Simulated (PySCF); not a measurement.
Computed IR spectrum (relative IR intensity) of a molecule C2H9FOSi2. Geometry: PBE-D3(BJ)/def2-SVP. The values are those of a single conformer. Computed with PBE-D3(BJ)/def2-SVP (PySCF). Frequencies are harmonic and unscaled.

Lines under 2 % of the strongest are left out, and lines within 2 cm⁻¹ are merged.

ν (cm⁻¹): 279 (vw), 326 (vw), 431 (vw), 691 (w), 732 (w), 772 (vs), 853 (w), 861 (w), 885 (m), 899 (w), 1108 (s), 1166 (m), 1211 (vw), 1421 (vw), 2133 (m), 2147 (m), 2153 (m), 2925 (m), 3004 (w), 3045 (w) (against the strongest line: vs over 80 %, s over 45 %, m over 15 %, w over 4 %, vw less)

Q: Identify the compound among the candidates.
A. C[SiH2][Si@](C)(O)F
B. CCO[SiH2][SiH2]F
C. C[C@H](F)[Si@H](O)[SiH3]
D. CO[Si@H](F)[SiH2]C

A: D, CO[Si@H](F)[SiH2]C
